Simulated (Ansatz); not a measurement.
Total energies of ClFHO$_{2}$Ta (`[O]=[Ta]([OH])([F])[Cl]`).

Z-matrix (Å, degrees):
```
Ta
O 1 1.890
F 1 1.873 2 111.2
O 1 1.709 2 105.5 3 117.7
Cl 1 2.301 2 111.3 3 -123.7
H 2 0.959 1 131.7 3 62.5
```

Charge 0, multiplicity 1. Correlated methods include outer-core shells of Ta, which these sets cover unevenly. Ta: def2 effective core potential. Geometry: relaxed with PBE0-D4/def2-TZVP. It is one conformer, not always the lowest. Basis def2-TZVPP, Ansatz.

RPA on PBE orbitals: Hartree–Fock energy of these orbitals -765.94496 Eh, correlation -1.95198 Eh (frozen core).

```json
{"functional": "LDA (SPW92)", "kind": "LDA", "energy without D4 (Eh)": "-765.24222", "D4 term (kJ/mol)": "–"}
{"functional": "PBE", "kind": "GGA", "energy without D4 (Eh)": "-768.12996", "D4 term (kJ/mol)": "-14.0"}
{"functional": "revPBE", "kind": "GGA", "energy without D4 (Eh)": "-768.42537", "D4 term (kJ/mol)": "-33.1"}
{"functional": "r2SCAN", "kind": "meta-GGA", "energy without D4 (Eh)": "-768.42102", "D4 term (kJ/mol)": "-3.2"}
{"functional": "B97M-V", "kind": "meta-GGA with VV10", "energy without D4 (Eh)": "-768.32918", "D4 term (kJ/mol)": "–"}
{"functional": "PBE0", "kind": "global hybrid, 25 % exact exchange", "energy without D4 (Eh)": "-768.10330", "D4 term (kJ/mol)": "-12.0"}
{"functional": "B3LYP", "kind": "global hybrid, 20 %", "energy without D4 (Eh)": "-768.55782", "D4 term (kJ/mol)": "-22.7"}
{"functional": "r2SCANh", "kind": "meta-GGA hybrid, 10 %", "energy without D4 (Eh)": "-768.37695", "D4 term (kJ/mol)": "-3.5"}
{"functional": "r2SCAN0", "kind": "meta-GGA hybrid, 25 %", "energy without D4 (Eh)": "-768.31291", "D4 term (kJ/mol)": "-4.0"}
{"functional": "HSE06 (plane-wave form)", "kind": "screened hybrid", "energy without D4 (Eh)": "-768.08450", "D4 term (kJ/mol)": "-11.4"}
{"functional": "CAM-B3LYP", "kind": "range-separated hybrid", "energy without D4 (Eh)": "-768.42280", "D4 term (kJ/mol)": "-12.5"}
{"functional": "LC-ωPBE", "kind": "long-range corrected hybrid", "energy without D4 (Eh)": "-768.26755", "D4 term (kJ/mol)": "–"}
{"functional": "B2PLYP", "kind": "double hybrid", "energy without D4 (Eh)": "-768.14803", "D4 term (kJ/mol)": "–"}
{"functional": "PBE-QIDH", "kind": "double hybrid", "energy without D4 (Eh)": "-767.90129", "D4 term (kJ/mol)": "–"}
```

**Question.** Give the same for BLYP, BHLYP, ωB97X-V, ωB97M-V. (An estimate is asked.)

**Answer.** Computed: 
```tsv
functional	kind	energy without D4 (Eh)	D4 term (kJ/mol)
BLYP	GGA	-768.49405	-29.2
BHLYP	global hybrid, 50 %	-768.28175	-20.4
ωB97X-V	range-separated hybrid GGA with VV10	-768.33500	–
ωB97M-V	range-separated hybrid meta-GGA with VV10	-768.35001	–
```

B3LYP takes the VWN-RPA correlation (the form of Gaussian; ORCA's B3LYP/G). HSE06 is the plane-wave form, built on full-range PBE exchange. The double hybrids freeze the cores in their second-order part.

LC-ωPBE has ω = 0.4 bohr⁻¹.
